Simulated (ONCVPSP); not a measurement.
# An all-electron radial function and its pseudo partner (Pt (Z = 78))

Columns: radius, all-electron u(r) and pseudo u(r) of the 5s shell (level -116.19 eV) of platinum in the configuration [Kr] 4d10 4f14 5s2 5p6 5d8.5; PBE, scalar-relativistic, ONCV scheme, ONCVPSP 4.0.1.

```csv
r (bohr),all-electron,pseudo
0.113,0.3694,0.1549
0.225,-0.1424,0.3200
0.338,-0.6790,0.5022
0.450,-0.2392,0.6898
0.563,0.4485,0.8671
0.675,0.9464,1.0069
0.788,1.1867,1.0903
0.900,1.2239,1.1049
1.013,1.1380,1.0531
1.125,0.9942,0.9506
1.238,0.8319,0.8163
1.350,0.6773,0.6740
1.463,0.5389,0.5386
1.575,0.4232,0.4231
1.688,0.3276,0.3275
1.800,0.2519,0.2518
1.913,0.1918,0.1918
2.025,0.1456,0.1455
2.138,0.1097,0.1096
2.250,0.0825,0.0825
2.363,0.0617,0.0617
2.475,0.0461,0.0461
2.588,0.0343,0.0343
2.700,0.0255,0.0255
2.813,0.0189,0.0189
2.925,0.0140,0.0140
```

Q: How many radial nodes do the two functions have?

A: The all-electron 5s function has n − l − 1 = 4 (the table is too coarse to show those close to the nucleus); the pseudo-wave has 0, since the states of the same l below it are removed with the core.

Q: At about which radius was the pseudo-wave matched?

A: 1.55 bohr, where the columns begin to agree (steps of 0.11 bohr).

Q: Is the pseudo-wave norm-conserving?

A: Yes: the ONCV scheme keeps the norm inside the radius equal to the all-electron one, which fixes the energy derivative of the logarithmic derivative at the level.
